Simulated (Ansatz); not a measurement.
Ansatz (a first-principles code) input:

Ansatz 0.2 input:
```yaml
crystal:
  periodic: [false, false, false]
  atoms:
    - {symbol: Pt, position_ang: [-0.00000000, -0.00000000, -0.16157079]}
    - {symbol: O, position_ang: [0.00000000, 0.00000000, 1.57531520]}
basis:
  gaussian:
    orbitals: def2-TZVP
hamiltonian:
  xc: b3lyp
  dispersion: d3bj
magnetization: {spin_polarized: true, initial_magnetization: 2}
phonons: {temperatures: {t_min: 298.15, t_max: 298.15, t_step: 100}}
```

Q: Which total energy does the run end on?

A: -194.55313 Eh (B3LYP-D3(BJ)/def2-TZVP). The basis has 71 functions.

The spin state was set by rule; other spins were not relaxed.
